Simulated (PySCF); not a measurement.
**UHF on Cr⁺ (chromium, charge +1)**

Configuration: [Ar] 3d5, high-spin 6S determinant. Computed with PySCF 2.14 in def2-SVP (5s3p2d1f, 31 functions), with the non-relativistic Hamiltonian (point nucleus).

```
Total energy                                     : -1042.982650 hartree
One-electron energy                              : -1433.1399 hartree
Hartree (Coulomb) energy                         : 437.8236 hartree
Exchange energy                                  : -47.6664 hartree
Kinetic energy                                   : 1042.92957 hartree
⟨S²⟩                                             : 8.7500
⟨L²⟩                                             : 0.000
Sum of ⟨r⟩                                       : 16.59 bohr
Sum of ⟨r²⟩                                      : 20.83 bohr²
Density at the nucleus (Gaussians lack the cusp) : 8750 bohr⁻³
Spin density at the nucleus                      : -0.0758 bohr⁻³
Langevin diamagnetic susceptibility              : -16.5 ×10⁻⁶ cm³/mol
Time after the integrals                         : 0.15 s of wall time on 1 thread of Neoverse-N1 (shared host)
```

| shell | electrons | mean orbital energy (hartree) | rms radius, mean of both spins (bohr) |
| --- | --- | --- | --- |
| 1s α | 1 | -220.63222 | 0.0743 |
| 1s β | 1 | -220.63128 | 0.0743 |
| 2s α | 1 | -26.50984 | 0.319 |
| 2s β | 1 | -26.40791 | 0.319 |
| 2p α | 3 | -22.44817 | 0.288 |
| 2p β | 3 | -22.34681 | 0.288 |
| 3s α | 1 | -3.72308 | 0.982 |
| 3s β | 1 | -3.37565 | 0.982 |
| 3p α | 3 | -2.53480 | 1.06 |
| 3p β | 3 | -2.10716 | 1.06 |
| 3d α | 5 | -0.64688 | 1.51 |
